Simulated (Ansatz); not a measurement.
CH6GeN (`C[N][GeH3]`) radical. Charge 0, multiplicity 2. Correlated methods include outer-core shells of Ge, which these sets cover unevenly. Scalar relativity is left out up to krypton.

Z-matrix (Å, degrees):
```
C
N 1 1.425
H 1 1.101 2 114.7
H 1 1.095 2 111.0 3 124.4
H 1 1.104 2 109.0 3 -118.3
Ge 2 1.863 1 116.4 3 41.1
H 6 1.545 2 111.5 1 -27.5
H 6 1.534 2 107.5 1 -149.0
H 6 1.540 2 107.4 1 92.7
```

Task: Give the diagnostics of a CCSD(T)/def2-TZVPP run (frozen core, the Gaussian-basis code of Ansatz). (Estimate.)

Result: Computed: T1 = 0.0142, largest single amplitude 0.048, largest double 0.015, (T) share of the correlation energy 3.5 %, 13 CCSD cycles. ⟨S²⟩ of the UHF reference is 0.763 against 0.75 for a pure state. T1 lies under the customary mark of 0.045 for open shells.
